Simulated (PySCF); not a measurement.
Cd(OH)(SiH3) (CdH4OSi), SMILES [SiH3][Cd][OH]. Heavy atoms are numbered as in [Cd:1]([OH:2])[SiH3:4]. Hydrogens are named by the atom that carries them.

Geometry optimised at B3LYP-D3(BJ)/def2-TZVP. The def2 effective core potentials stand for the cores of Cd; spin–orbit coupling is left out. The values are those of a single conformer.

All values below come from CAM-B3LYP/def2-TZVPD in PySCF.

Mulliken values depend strongly on the basis, most of all with diffuse functions as here. ESP charges are fitted to the potential on shells at 1.4 to 2.0 van der Waals radii. Atomic charges (e), one atom of each kind:

```json
[
 {"atom": "Cd1", "ESP fit": "?", "Mulliken": "0.58"},
 {"atom": "O2 (OH)", "ESP fit": "?", "Mulliken": "-0.80"},
 {"atom": "H on O2", "ESP fit": "0.31", "Mulliken": "0.28"},
 {"atom": "Si4 (SiH3)", "ESP fit": "-0.26", "Mulliken": "0.21"},
 {"atom": "H on Si4", "ESP fit": "?", "Mulliken": "-0.09"}
]
```

Problem. Some entries are withheld; supply them. (An estimate is asked for; the answer gives what the named calculation found.)

Solution. 
- Cd1, ESP fit: 0.66
- O2 (OH), ESP fit: -0.76
- H on Si4, ESP fit: 0.00
